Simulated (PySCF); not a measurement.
This PySCF input asks for the NMR shieldings of SMILES C[C@@H](F)[Si@H](C=O)C(F)(F)F, C4H6F4OSi; the geometry comes from GFN2-xTB.

```python
import basis_set_exchange as bse
import numpy as np
from pyscf import gto, dft
from pyscf.prop import nmr

atoms = """
C     1.953249   -0.474270   -0.958275
C     1.222173    0.166284    0.212901
F     1.891536    1.331751    0.574933
Si   -0.616909    0.632129   -0.147237
C    -1.341029    1.548735    1.389420
O    -1.768940    2.669300    1.350177
C    -1.539250   -1.097891   -0.181923
F    -1.154130   -1.876321   -1.211391
F    -2.874383   -0.988538   -0.269083
F    -1.287596   -1.813388    0.934540
H     1.945707    0.187293   -1.819801
H     1.474049   -1.410824   -1.225418
H     2.988614   -0.668073   -0.687859
H     1.295694   -0.486428    1.095562
H    -0.865528    1.293799   -1.422413
H    -1.330858    0.995385    2.354454
"""
names = dict.fromkeys(["C", "F", "Si", "O", "H"], "pcSseg-1")
basis = {el: gto.basis.parse(bse.get_basis(n, elements=[el], fmt="nwchem")) for el, n in names.items()}
mol = gto.M(atom=atoms, basis=basis, charge=0, verbose=0)
mf = dft.RKS(mol, xc="PBE0")
mf.grids.level = 2
mf.grids.alignment = dft.numint.BLKSIZE   # the property module wants whole blocks of grid points
mf.conv_tol = 1e-9
mf.kernel()

calc = nmr.RKS(mf)   # GIAO
C = mf.mo_coeff
Co = C[:, mf.mo_occ > 0]
resp = mf.gen_response(singlet=True, hermi=2)
def vind(x):   # induced exchange potential for any number of trial vectors
    d = np.einsum("pi,xij,qj->xpq", C, 2 * x.reshape(-1, C.shape[1], Co.shape[1]), Co, optimize=True)
    return np.einsum("xpq,pi,qj->xij", resp(d - d.transpose(0, 2, 1)), C, Co, optimize=True).ravel()
mo1, _ = nmr.rhf.solve_mo1(calc, with_cphf=vind)
sigma = calc.kernel(mo1)
for i, s in enumerate(sigma):   # ppm
    w = np.linalg.eigvalsh((s + s.T) / 2)
    print("%2d %-2s iso %8.1f  s11 %8.1f  s22 %8.1f  s33 %8.1f" % (i, mol.atom_pure_symbol(i), w.mean(), *w))
```

Q: What does it print?

A: 
```
 0 C  iso    165.4  s11    147.1  s22    165.5  s33    183.5
 1 C  iso     99.7  s11     54.5  s22     75.7  s33    168.8
 2 F  iso    414.9  s11    371.7  s22    407.3  s33    465.9
 3 Si iso    397.5  s11    351.9  s22    400.2  s33    440.3
 4 C  iso    -48.5  s11   -150.5  s22    -86.8  s33     91.9
 5 O  iso   -628.3  s11  -1722.9  s22   -575.8  s33    413.7
 6 C  iso     48.5  s11     44.8  s22     47.3  s33     53.3
 7 F  iso    240.7  s11    144.3  s22    250.8  s33    327.0
 8 F  iso    240.9  s11    142.8  s22    252.8  s33    327.1
 9 F  iso    241.7  s11    144.9  s22    251.9  s33    328.3
10 H  iso     30.0  s11     26.5  s22     28.4  s33     35.2
11 H  iso     30.3  s11     25.5  s22     29.8  s33     35.5
12 H  iso     29.6  s11     25.7  s22     27.0  s33     36.1
13 H  iso     26.0  s11     23.0  s22     25.7  s33     29.2
14 H  iso     27.6  s11     25.3  s22     25.3  s33     32.1
15 H  iso     19.5  s11     13.9  s22     20.1  s33     24.4
```

These numbers come from an equivalent density-fitted implementation of the same equations, which agrees with the script to about 0.01 ppm for H and up to a few tenths of a ppm for heavy atoms, so last digits may differ.

Size and cost of the density-fitted run: 207 basis functions, 69 s wall time on 1 thread of an Arm Neoverse N1, shared host; peak memory 0.92 GiB.
